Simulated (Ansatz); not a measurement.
One change: `[Br][SbH][Br]` becomes `[OH][SbH][Br]`.

Ansatz, PBE0-D4/def2-TZVP geometries, multiplicity 1. Each molecule was computed in one conformer, which needn't be the lowest.

Elements past krypton have def2 core potentials. Scalar relativity is left out up to krypton.

| property | `[Br][SbH][Br]` |
| --- | --- |
| HOMO energy (PBE0/def2-TZVPP) / eV | -7.74 |
| ideal-gas entropy at 298 K and 1 bar (rigid rotor, harmonic PBE0-D4/def2-TZVP) / J/(mol·K) | 338 |
| zero-point energy (PBE0-D4/def2-TZVP) / kJ/mol | 22.4 |
| size of the dipole moment (B3LYP/def2-TZVPP) / D | 2.48 |
| HOMO–LUMO gap (B3LYP/def2-TZVPP) / eV | 5.19 |
| LUMO energy (ωB97M-V/def2-TZVPP) / eV | -0.31 |

Question: What does the change do to each property? (Estimate.)

Answer: Ansatz gave: 
```json
{"property": "HOMO energy (PBE0/def2-TZVPP) / eV", "`[OH][SbH][Br]`": "-7.53", "shift": "0.21"}
{"property": "ideal-gas entropy at 298 K and 1 bar (rigid rotor, harmonic PBE0-D4/def2-TZVP) / J/(mol·K)", "`[OH][SbH][Br]`": "321", "shift": "-17"}
{"property": "zero-point energy (PBE0-D4/def2-TZVP) / kJ/mol", "`[OH][SbH][Br]`": "55.9", "shift": "33.5"}
{"property": "size of the dipole moment (B3LYP/def2-TZVPP) / D", "`[OH][SbH][Br]`": "2.78", "shift": "0.30"}
{"property": "HOMO–LUMO gap (B3LYP/def2-TZVPP) / eV", "`[OH][SbH][Br]`": "5.56", "shift": "0.37"}
{"property": "LUMO energy (ωB97M-V/def2-TZVPP) / eV", "`[OH][SbH][Br]`": "0.25", "shift": "0.56"}
```

With PBE0 the HOMO rises by 0.21 eV and the LUMO rises by 0.58 eV, so the gap widens by about 0.37 eV. PBE moves the HOMO by 0.24 eV and ωB97M-V by 0.17 eV. The zero-point energy changes by 33.5 kJ/mol with +3 modes. Dipoles are sizes alone; their direction can turn.

B3LYP here is the variant with VWN-RPA as its local correlation; programs differ in this.

Spin–orbit coupling is left out; it splits and shifts lone-pair levels of the heavy atoms by tenths of an eV.
